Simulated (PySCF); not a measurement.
Identify the unknown among the candidates.

All candidates are C10H11P.

| technique | computed result |
| --- | --- |
| 13C NMR | chemical shifts (computed TMS as zero) by class: 146.0 (1 C), 138.1 (2 C), 135.5 (1 C), 134.2 (2 C), 133.7 (1 C), 128.3 (1 C), 40.7 (1 C), 15.4 (1 C) ppm [GIAO PBE0/pcSseg-1] |
| 1H NMR | chemical shifts (computed TMS as zero) by class: 8.37 (1 H), 8.13 (2 H), 7.78 (2 H), 7.68 (1 H), 1.22 (3 H), 1.00 (2 H) ppm [GIAO PBE0/pcSseg-1] |
| Dipole | 1.87 D [PBE0/pcSseg-1] |
| NMR, other nuclei | isotropic shieldings of nuclei other than C and H, by class: 520 (1 P) ppm [GIAO PBE0/pcSseg-1] |
| Rotational structure | rotational constants A, B, C: 1.974, 0.568, 0.481 GHz [GFN2-xTB] |

Gas-phase values; electronic properties from PySCF, density fitting. Levels stand in brackets. The structure is a single GFN2-xTB conformer in the gas phase; no vibrational or solvent corrections. NMR values are class means; diastereotopic atoms form classes of their own.

Problem. Which candidate is it?
A. `CCP1C=C1c1ccccc1`
B. `Cc1[pH]c2ccccc2c1C`
C. `CC1=C(c2ccccc2)P1C`

Solution. A. It is `CCP1C=C1c1ccccc1`. Numbering: `[CH3:1][CH2:2][P:3]1[CH:4]=[C:5]1[c:6]1[cH:7][cH:8][cH:9][cH:10][cH:11]1`. 10 carbons fall into 8 classes; from least to most shielded: fully substituted alkene carbon [C5] (146.0 ppm), aromatic CH carbon [C7/C11] (138.1 ppm, 2 C, up to 2.4 ppm apart in this geometry), aromatic CH carbon [C9] (135.5 ppm), aromatic CH carbon [C8/C10] (134.2 ppm, 2 C), substituted aromatic carbon [C6] (133.7 ppm), alkene CH carbon [C4] (128.3 ppm), chain sp3 carbon bound to phosphorus [C2] (40.7 ppm), methyl carbon [C1] (15.4 ppm). Hydrogen classes from least to most shielded: 1 H on an alkene CH carbon, C4 (8.37 ppm), 2 H on the ortho carbons, C7/C11 (8.13 ppm), 2 H on the meta carbons, C8/C10 (7.78 ppm), 1 H on the para carbon, C9 (7.68 ppm), 3 H on a methyl carbon, C1 (1.22 ppm), 2 H on an sp3 carbon bound to phosphorus, C2 (1.00 ppm, a mean of values up to 1.0 ppm apart in this geometry). The other shieldings belong to: 520 ppm, phosphine phosphorus [P3]. The optimised geometry has point group C1 and is an asymmetric top.

The others, at the same levels:
- `Cc1[pH]c2ccccc2c1C` fails: it has 10 carbon classes against 8; its computed 13C shifts are 155.0 (1 C), 149.3 (1 C), 145.8 (1 C), 145.0 (1 C), 135.3 (1 C), 132.7 (1 C), 129.8 (1 C), 125.2 (1 C), 16.6 (1 C), 15.1 (1 C) ppm, 1H shifts are 7.96 (1 H), 7.68 (1 H), 7.66 (1 H), 7.49 (1 H), 5.16 (1 H), 2.42 (3 H), 2.37 (3 H) ppm and rotational constant A is 1.750 GHz (against 1.974 GHz).
- `CC1=C(c2ccccc2)P1C` fails: its computed 13C shifts are 140.0 (1 C), 137.3 (2 C), 135.0 (1 C), 134.2 (2 C), 133.8 (1 C), 133.8 (1 C), 24.8 (1 C), 17.5 (1 C) ppm, 1H shifts are 8.01 (2 H), 7.76 (2 H), 7.60 (1 H), 2.88 (3 H), 0.72 (3 H) ppm and rotational constant A is 1.848 GHz (against 1.974 GHz).

Each candidate is one conformer, not necessarily the lowest. The conformers computed, where there is a choice (atom-mapped SMILES and torsion angles):
- `[CH3:1][CH2:2][P:3]1[CH:4]=[C:5]1[c:6]1[cH:7][cH:8][cH:9][cH:10][cH:11]1`: C1–C2–P3–C4 128°, C4–C5–C6–C7 -177°
- `[CH3:1][C:2]1=[C:3]([c:4]2[cH:5][cH:6][cH:7][cH:8][cH:9]2)[P:10]1[CH3:11]`: C2–C3–C4–C5 6°
